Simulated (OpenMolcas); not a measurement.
Cr2+: moving or changing the point charges

Cr2+ among 6 point charges of -2 e arranged as a tetragonal octahedron (D4h), 1.92 Å from the ion, with the axial distance 2.093 Å.

```yaml
Program: OpenMolcas
Method: CASSCF
Basis: ANO-RCC-VDZP [5s4p2d1f]
Scalar_Hamiltonian: DKH2, point nucleus
Active_space: 4 electrons in 5 orbitals (3d)
State_averaging: 2S+1 = 5 even, 5 roots; 2S+1 = 3 even, 45 roots; 2S+1 = 1 even, 50 roots
Spin-orbit_coupling: state interaction with AMFI integrals over the reference wave functions
```

Runs around this geometry, states (labels of D4, the rotations of D4h). Energies in cm-1 above the lowest state or level, χT in cm3 K/mol.

```tsv
R (Å)	q (e)	Axial / equatorial distance	Ground state	First state of that spin	First gap with spin-orbit (degeneracies)	χT at 300 K	First state of another spin
1.92	-1.6	1.09	5B1	5A1 3750	9.2 (2, 2)	2.944	3E 16283
1.92	-2	1.09	5B1	5A1 4723	8.2 (2, 2)	2.956	3E 15032
2.07	-2	1.09	5B1	5A1 3813	9.9 (2, 2)	2.937	3E 16882
1.92	-2	1.18	5B1	5B2 7979	8.3 (2, 2)	2.955	3E 17206
```

Taking the first state of the same spin as R^-n, n = -ln(3813 / 4723) / ln(2.07 / 1.92) = 2.8 between the shortest and longest distance.

Scaling the charges by -1.6 / -2 = 0.80 scales the first state of the same spin by 3750 / 4723 = 0.79; with fixed orbitals a first-order splitting would follow the charge.

Without dynamic correlation the repulsion within the d shell is too large (B by tens of per cent), so at a given field states of lower spin stand too high. Point charges carry no covalency, so the field is a model and not that of real ligands. No measured value stands beside these numbers.
